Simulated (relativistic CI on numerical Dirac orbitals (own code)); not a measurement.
**Level scheme of Xe XLVII**

Computed by Dirac-Coulomb-Breit CI, KLI orbitals optimised for each configuration, model QED (radiative potential, 1s self-energy scaled to tabulated hydrogen-like ionisation energies), unscaled Slater integrals (own radial code, finite nucleus).

Configuration list (outside the closed core 1s2): 2s²2p⁴, 2s2p⁵, 2p⁶, 2p⁵3s, 2p⁵3p, 2p⁵3d, 2s²2p³3s, 2s²2p³3p, 2s²2p³3d, 2s2p⁴3s, 2s2p⁴3p, 2s2p⁴3d, 2s²2p³4s, 2s²2p³4p, 2s²2p³4d, 2s²2p³4f, 2s2p⁴4s, 2s2p⁴4p, 2s2p⁴4d, 2s2p⁴4f, 2s²2p²3s², 2s²2p²3s3p, 2s²2p³5s, 2s²2p³5p, 2s²2p³5d, 2s²2p²3s3d, 2s²2p³5f, 2s²2p³5g, 2s²2p²3p², 2s²2p²3p3d, 2s2p³3s², 2s²2p²3d², 2s2p³3s3p, 2s2p³3s3d, 2s2p³3p², 2s2p⁴5s. Levels of other configurations are missing.

| No. | Configuration | Term | J | E (Ry) | % | Next component (%) |
| --- | --- | --- | --- | --- | --- | --- |
| 41 | 2p³(4S°)3p | ³P | 0 | 363.818 | 97 | 3 ¹S |
| 42 | 2p³(2D°)3p | ¹P | 1 | 364.652 | 46 | 30 ³D |
| 43 | 2p³(2D°)3p | ³D | 3 | 364.945 | 60 | 33 ¹F |
| 44 | 2p³(2D°)3p | ³F | 4 | 365.131 | 100 |  |
| 45 | 2p³(2D°)3p | ³P | 1 | 366.339 | 74 | 16 ¹P |
| 46 | 2p³(2D°)3p | ¹D | 2 | 367.088 | 48 | 28 ³P |
| 47 | 2s2p⁴(3P)<4P>3s | ⁵P | 3 | 367.501 | 69 | 21 ³D |
| 48 | 2p³(2P°)3p | ³P | 1 | 367.718 | 47 | 26 ³S |
| 49 | 2p³(2P°)3p | ³D | 2 | 368.067 | 43 | 31 ¹D |
| 50 | 2s2p⁴(3P)<4P>3s | ³P | 2 | 368.945 | 50 | 11 ³D |
| 51 | 2p³(4S°)3d | ⁵D° | 1 | 369.962 | 43 | 42 ³D° |
| 52 | 2p³(2D°)3d | ³F° | 2 | 370.072 | 39 | 38 ⁵D° |
| 53 | 2p³(4S°)3d | ⁵D° | 0 | 370.112 | 52 | 30 ¹S° |
| 54 | 2p³(2D°)3d | ³G° | 3 | 370.472 | 36 | 25 ⁵D° |
| 55 | 2p³(2D°)3d | ³G° | 4 | 371.513 | 72 | 14 ⁵D° |
| 56 | 2p³(2D°)3d | ¹G° | 4 | 371.630 | 43 | 39 ⁵D° |
| 57 | 2p³(4S°)3d | ³D° | 3 | 371.717 | 53 | 22 ⁵D° |
| 58 | 2p³(2D°)3d | ³D° | 3 | 372.050 | 34 | 32 ³F° |
| 59 | 2p³(2D°)3d | ³P° | 2 | 372.110 | 34 | 19 ³D° |
| 60 | 2p³(2D°)3d | ³D° | 1 | 372.402 | 38 | 26 ¹P° |
| 61 | 2s2p⁴(1S)<2S>3s | ³S | 1 | 372.677 | 54 | 30 ⁵P |
| 62 | 2p³(2D°)3d | ³P° | 1 | 373.108 | 66 | 26 ³D° |
| 63 | 2s2p⁴(3P)<4P>3p | ⁵P° | 2 | 373.115 | 26 | 18 ³P° |
| 64 | 2p³(2D°)3d | ³F° | 4 | 373.120 | 73 | 26 ¹G° |
| 65 | 2s2p⁴(3P)<2P>3s | ³P | 1 | 373.206 | 36 | 35 ³D |
| 66 | 2s2p⁴(3P)<2P>3s | ³P | 2 | 373.209 | 49 | 18 ¹D |
| 67 | 2p³(2D°)3d | ³G° | 5 | 373.242 | 100 |  |
| 68 | 2s2p⁴(3P)<4P>3p | ³D° | 3 | 373.553 | 32 | 22 ⁵D° |
| 69 | 2p³(2D°)3d | ³D° | 2 | 373.560 | 45 | 29 ³F° |
| 70 | 2p³(2D°)3d | ³P° | 0 | 373.731 | 50 | 48 ¹S° |
| 71 | 2p³(4S°)3d | ³D° | 2 | 373.991 | 40 | 24 ³F° |
| 72 | 2s2p⁴(1S)<2S>3s | ¹S | 0 | 374.114 | 60 | 39 ³P |
| 73 | 2p³(2D°)3d | ³S° | 1 | 374.273 | 42 | 35 ¹P° |
| 74 | 2p³(2D°)3d | ¹F° | 3 | 374.986 | 56 | 31 ³D° |
| 75 | 2p³(2D°)3d | ¹D° | 2 | 375.193 | 48 | 24 ³P° |
| 76 | 2p³(2P°)3d | ³D° | 1 | 375.469 | 40 | 35 ¹P° |
| 77 | 2p³(2P°)3d | ³P° | 2 | 376.052 | 43 | 35 ³D° |
| 78 | 2p³(2P°)3d | ³F° | 3 | 376.299 | 44 | 34 ¹F° |
| 79 | 2s2p⁴(1S)<2S>3p | ³P° | 0 | 378.186 | 72 | 26 ⁵D° |
| 80 | 2s2p⁴(1S)<2S>3p | ³P° | 1 | 378.286 | 52 | 14 ¹P° |
| 81 | 2s2p⁴(3P)<2P>3p | ³P° | 1 | 378.346 | 27 | 18 ¹P° |
| 82 | 2p³(2P°)3s | ³P° | 2 | 378.442 | 18 | 18 2s2p⁴3p ³D° |
| 83 | 2p³(2P°)3s | ³P° | 2 | 378.651 | 32 | 12 ³D° |
| 84 | 2p³(2P°)3s | ¹P° | 1 | 378.953 | 31 | 25 ³D° |
| 85 | 2s2p⁴(3P)<4P>3p | ⁵D° | 4 | 379.957 | 75 | 25 ³F° |

Energies count from the lowest computed level; ° marks odd parity. Percentages are summed over parent terms; the parents shown are those of the largest component, closed shells are left out there, and <> holds an intermediate term.

The mean weight of the leading LS term, summed over parents, in these 45 levels is 51 %, and that of the leading jj configuration (from the same eigenvectors) 86 %, so jj coupling describes them better and the LS labels are nominal.

At this charge energies of transitions that change n are usually good to better than 1 %, and those within a shell (Δn = 0) to a few per cent.

LS names give the leading component of a level, which can be under half, so a name can repeat, a term be missing and a line seem to break the LS rules.
